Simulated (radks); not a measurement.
Species: the cadmium ion Cd12+. Configuration: [Ar] 3d10 4s(up 1, down 1) 4p6.

All-electron calculation, scalar-relativistic Kohn-Sham, PBE, spin-polarised, spherical densities, finite nucleus; Fermi nuclear charge, rms radius 4.6087 fm. Program: a radial shooting solver on a logarithmic mesh with Libxc functionals.

Energy parts (eV):
total: -150981.445
kinetic: 157171.980
electron-nucleus: -355507.534
Hartree: 51304.117
exchange-correlation: -3950.007

Orbitals (lengths in bohr, moments of r in powers of bohr; <r^-3> diverges for s and p1/2; r(max) is where P^2 peaks):
| orbital | occ. | eigenvalue (eV) | r(max) | <1/r> | <r^-3> |
|---|---|---|---|---|---|
| 1s | 2 | -26787.61 | 0.01968 | 50.63 | - |
| 2s | 2 | -4203.444 | 0.1112 | 11.53 | - |
| 2p | 6 | -3799.204 | 0.08899 | 11.11 | 4068 |
| 3s | 2 | -990.8646 | 0.3231 | 4.081 | - |
| 3p | 6 | -858.2188 | 0.3162 | 3.890 | 744.2 |
| 3d | 10 | -651.7356 | 0.2644 | 3.669 | 102.5 |
| 4s | 2 | -338.8389 | 0.7679 | 1.708 | - |
| 4p | 6 | -295.7210 | 0.8017 | 1.596 | 162.3 |

The highest occupied level is 4p at -295.72 eV. The density falls to 0.001 e/bohr^3 at r = 1.98 bohr.

Run on one thread of a shared host, so times are rough (Arm Neoverse N1): 0.22 s of CPU time, 0.22 s wall, 15 iterations on 2189 mesh points.
